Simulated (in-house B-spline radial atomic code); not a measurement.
# The oxygen ion O³⁺: [He] 2s1 4p1 4d1 (an excited or competing configuration)

Method: non-relativistic Hartree-Fock, average of configuration, point nucleus. Calculated with an all-electron radial atomic-structure program (B-spline basis).

Effective charges: Z_r = [3n² - l(l+1)]/(2<r>) from the radius, Z_e = n√(-2ε) from the energy, and Slater's rules.

```csv
shell,electrons,ε (eV),<r> (bohr),Z_r,Z_e,Slater
1s,2,-686.44,0.1972,7.61,7.10,7.70
2s,1,-122.49,0.8991,6.67,6.00,6.30
4p,1,-17.378,4.578,5.02,4.52,5.00
4d,1,-16.431,4.388,4.79,4.40,4.00
```

The least bound orbital is 4d at -16.43 eV, while the most diffuse is 4p (<r> = 4.578 bohr against 4.388 bohr): energy order and size order differ.
